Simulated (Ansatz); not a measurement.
H2FNSi, SMILES `N[Si]F` (excited triplet) (charge 0, multiplicity 3). This triplet is an excited state, 2.76 eV above the relaxed singlet at the level frozen-core CCSD(T)/cc-pVTZ // PBE0-D3(BJ)/def2-TZVP (Ansatz, a first-principles code).

These are frozen-core CCSDT(Q)/cc-pVDZ // PBE0-D3(BJ)/def2-TZVP (Ansatz) values and carry that method's errors.

Ansatz 0.2 input:
```yaml
crystal:
  periodic: [false, false, false]
  atoms:
    - { symbol: N, position_ang: [-0.655059, 0.029308, -0.053729] }
    - { symbol: Si, position_ang: [0.912383, -0.161667, 0.591793] }
    - { symbol: F, position_ang: [2.171703, 0.036912, -0.395262] }
    - { symbol: H, position_ang: [-1.193685, 0.863288, 0.119218] }
    - { symbol: H, position_ang: [-1.235342, -0.767841, -0.262021] }
basis:
  gaussian: { orbitals: cc-pVDZ }
correlation:
  method: ccsdt_q
magnetization:
  spin_polarized: true
  initial_magnetization: 2
```

Output:

```
Functional definition: HF
1052 factors; integrals over basis functions are off by at most 1.6e-7 eV
mean field evaluation 1: about -12078.4208 eV, gradient 2.3e1 eV
mean field evaluation 2: about -12078.4801 eV, gradient 2.3e1 eV
mean field evaluation 4: about -12080.9788 eV, gradient 2.6e0 eV
mean field evaluation 8: about -12081.0991 eV, gradient 3.3e-1 eV
mean field evaluation 16: about -12081.1024 eV, gradient 2.1e-6 eV
mean field evaluation 32: about -12078.8872 eV, gradient 2.6e0 eV
mean field -12081.10236338 eV, -443.9723229891 hartree, gradient 2.1e-6 eV, S^2 2.005247; 0 other end points of the search recorded, 0 dependent functions left out
7 core orbitals not correlated
reference -12081.10236338 eV, -443.9723229891 hartree; 10, 8 occupied and 39, 41 virtual orbitals, 1052 factors
second order -11.36731371 eV of doubles, -0.00000000 eV of singles
cycle   1  -11.52731549 eV  change   -1.6e-1 eV  update   9.1e-2
cycle   2  -11.91566821 eV  change   -3.9e-1 eV  update   4.4e-2
cycle   3  -12.17844302 eV  change   -2.6e-1 eV  update   2.5e-2
cycle   4  -12.17428656 eV  change    4.2e-3 eV  update   1.1e-2
cycle   5  -12.15391158 eV  change    2.0e-2 eV  update   7.0e-3
cycle   6  -12.15947053 eV  change   -5.6e-3 eV  update   4.1e-3
cycle   7  -12.16645292 eV  change   -7.0e-3 eV  update   2.3e-3
cycle   8  -12.16598568 eV  change    4.7e-4 eV  update   1.2e-3
cycle   9  -12.16525578 eV  change    7.3e-4 eV  update   6.2e-4
cycle  10  -12.16572083 eV  change   -4.7e-4 eV  update   3.0e-4
cycle  11  -12.16524682 eV  change    4.7e-4 eV  update   1.5e-4
cycle  12  -12.16529500 eV  change   -4.8e-5 eV  update   7.9e-5
cycle  13  -12.16540388 eV  change   -1.1e-4 eV  update   3.8e-5
cycle  14  -12.16541349 eV  change   -9.6e-6 eV  update   1.8e-5
cycle  15  -12.16541563 eV  change   -2.1e-6 eV  update   9.9e-6
cycle  16  -12.16542260 eV  change   -7.0e-6 eV  update   4.6e-6
cycle  17  -12.16542258 eV  change    1.8e-8 eV  update   2.2e-6
perturbative correction -0.02924646 eV, -0.0010747876 hartree
Total energy: -12093.29703243 eV, -444.4204688105 hartree
```
